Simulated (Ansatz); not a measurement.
C2H4GaNO (`[CH3][GaH][N]=C=O`), 9 atoms. Total charge 0; spin multiplicity 1. Correlated methods include outer-core shells of Ga, which these sets cover unevenly. Scalar relativity is left out up to krypton. All runs use 4 threads of a server CPU on a shared host. Correlated methods freeze the cores.

How many basis functions does each run have, and how long does it take in Ansatz? RKS ωB97M-V/def2-SVP energy; RKS PBE-QIDH (frozen core)/def2-TZVPP energy; RKS B2PLYP (frozen core)/def2-TZVPP energy; RKS PBE0-D4/def2-TZVP frequencies; RKS PBE0-D4/def2-SVP energy; RHF-CCSD(T)/def2-TZVPP energy; RKS ωB97M-V/def2-QZVPP energy; RKS revPBE-D4/def2-TZVPP energy; RKS PBE0-D4/def2-TZVP relaxation (5 steps); RHF-CCSD(T)/def2-SVP energy; direct RPA on PBE orbitals/def2-TZVPP energy; RHF-MP2/def2-QZVPP energy. (An estimate is asked.)

The calculation gave: Other jobs shared the machine, so times are rough.

```csv
level,job,functions,wall time,peak host memory (GiB)
RKS PBE0-D4/def2-SVP,energy,108,1.2 s,0.22
RKS revPBE-D4/def2-TZVPP,energy,228,2 s,0.27
direct RPA on PBE orbitals/def2-TZVPP,energy,228,4.5 s,0.47
RKS B2PLYP (frozen core)/def2-TZVPP,energy,228,4.9 s,0.55
RKS ωB97M-V/def2-SVP,energy,108,5.5 s,0.33
RKS PBE-QIDH (frozen core)/def2-TZVPP,energy,228,5.5 s,0.55
RHF-CCSD(T)/def2-SVP,energy,108,8 s,0.52
RKS ωB97M-V/def2-QZVPP,energy,437,19 s,1.6
RHF-MP2/def2-QZVPP,energy,437,20 s,2.2
RKS PBE0-D4/def2-TZVP,relaxation (5 steps),196,20 s,0.49
RKS PBE0-D4/def2-TZVP,frequencies,196,2.2 min,0.53
RHF-CCSD(T)/def2-TZVPP,energy,228,2.7 min,4
```
